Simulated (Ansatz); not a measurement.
Gas-phase electronic energies from Ansatz, PBE0-D4/def2-TZVP geometries. CCSD(T)/CBS adds triple-zeta CCSD(T) − MP2 to the extrapolated MP2 energy (def2 sets, frozen cores). This one scheme is used for every species. DFT in def2-TZVPP. HSE06 is defined as in plane-wave codes. One conformer a species, not always the lowest.

`O[SiH](F)[SiH2]Cl` + NH₃ → `N[SiH](O)F` + `[SiH3]Cl`  (cleavage of the Si–Si bond)

```csv
level,ΔE (kJ/mol)
r2SCAN0-D4,-88.8
r2SCANh,-87.2
HSE06,-78.3
BHLYP,-99.9
HF/def2-SVP,-107.1
HF/def2-TZVPP,-110.9
CCSD/def2-TZVPP,-94.1
CCSD(T)/def2-TZVPP,-90.6
```

Problem. What does CCSD(T)/CBS give? (Estimate.)

Solution. The calculation gave: -88.1 kJ/mol. The listed levels differ from it by -0.7, 0.9, 9.8, -11.8, -19.0, -22.8, -6.0, -2.5 kJ/mol.

Largest T1 diagnostic among the species: 0.012.

Leaving LDA and LC-ωPBE aside and taking each functional with its dispersion term where it has one, the values, not all of them listed here, spread over 27.8 kJ/mol, from B2PLYP to PBE-D4. LDA lies −7.5 kJ/mol from PBE without D4. The D4 term adds +6.2 kJ/mol with B3LYP and +3.7 kJ/mol with PBE0; it sums over pairs of atoms, weighted by their polarisabilities, and B3LYP, whose exchange is more repulsive, gets the larger term.

B3LYP here is the variant with VWN-RPA as its local correlation; programs differ in this.
